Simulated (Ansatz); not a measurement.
System: CH₇ClNSi₂, net charge 0, doublet state. It need not be the lowest isomer of its formula. SMILES: [Si](C)(N[SiH3])Cl
Geometry from a B3LYP-D3(BJ)/def2-TZVP (Ansatz, a program for electronic structure) optimisation:
```xyz
12

Si     0.4982     0.5398    -0.4798
C      1.2587    -1.0752    -1.0589
Cl     1.6093     1.2786     1.1369
N     -1.1158     0.2294     0.0437
Si    -2.1099    -1.1772    -0.1984
H      0.7065    -1.4808    -1.9086
H      2.2923    -0.9154    -1.3650
H      1.2475    -1.8071    -0.2467
H     -1.5591     0.9840     0.5506
H     -3.4991    -0.8158     0.1613
H     -1.6708    -2.3205     0.6371
H     -2.0543    -1.6115    -1.6134
```
Charge 0, spin multiplicity 2.

Computed values are from Ansatz. Cores are frozen in the correlated levels unless marked. UHF or UKS for open shells. Spin-orbit coupling is left out. No relativistic terms. Basis-set limits of correlation are two-point, X^-3; Hartree-Fock from the larger set.

```
Item                                                                   Result
---------------------  ------------------------------------------------------
atomisation energy De  971.9 kcal/mol at CCSD(T)/CBS(cc-pV(T+d)Z,cc-pV(Q+d)Z)
total energy            -1134.9541 Eh at CCSD(T)/CBS(cc-pV(T+d)Z,cc-pV(Q+d)Z)
dipole moment                               1.65 D at CCSD(T)/aug-cc-pV(D+d)Z
T1 diagnostic                                       0.012 at CCSD/cc-pV(Q+d)Z
```
